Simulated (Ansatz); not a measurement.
## Relative stability

Two relaxed structures of MgSnH$_{3}$, doublet (PBE0-D4/def2-TZVP; forces vanish, vibrations not checked).

A:

```xyz
5
angstrom
Mg 0.4724 -0.6727 -0.0171
Sn -1.1929 1.6996 0.0422
H 1.4468 -2.0615 -0.0512
H -1.3323 -0.1546 -0.3292
H 0.6061 1.1892 0.3554
```

B:

```xyz
5
angstrom
Mg -0.3038 -0.0402 1.0060
Sn -1.0853 1.9724 -0.7416
H -1.4629 1.6588 1.0495
H -1.3229 0.1308 -0.7728
H 0.5832 1.4151 -0.1461
```

Computed with Ansatz 0.2.0 (basis: def2-TZVPP); correlated methods freeze the cores; orbitals are unrestricted. Filled d shells of the heavier atoms are correlated. Core potentials replace the inner electrons of the atoms past krypton. The outer core shell of Li, Na, Mg and K is correlated. The def2 sets are not built for correlating such inner shells, so the correlated values are less sure here. B3LYP uses VWN-RPA correlation.

Question: Which structure is lower at CCSD(T), and by how much? (To be estimated.)

Answer: By the calculation: B, by 0.029 eV (electronic energy, against the other); a gap this small isn't resolved in one triple-zeta basis. By their contacts, A is MgSnH₃ ([H]1[MgH]2[H][Sn]12) and B is MgSnH₃ ([H]1[Mg]23[H][Sn]12[H]3).

Question: Do the other methods give the same order? (A judgement: the text doesn't fix the answer.)

Answer: The calculation gives: Not all: B3LYP-D4, wB97M-V, HF, CCSD give the other order.

```csv
method,E(B) − E(A) (eV)
PBE-D4,-0.109
r2SCAN-D4,-0.073
PBE0-D4,-0.093
B3LYP-D4,0.050
wB97M-V,0.098
HF,0.090
MP2,-0.079
CCSD,0.009
CCSD(T),-0.029
```

No T1 diagnostic of these runs exceeds 0.017. ⟨S²⟩ of the unrestricted Hartree–Fock references: 0.75 to 0.77 (a pure state has 0.75).

Labels in which every atom is bracketed show which atoms are joined, not bond orders.

For scale, one of the runs: CCSD(T)/def2-TZVPP, 124 basis functions, launched by `ansatz run in.yaml --threads 2 --pin off --events-out ev --progress --plain --max-ram 4352MiB`. The run took 79 s on 2 CPU threads of an Arm Neoverse V1 (shared host), with 1.6 GiB of host memory at its peak.
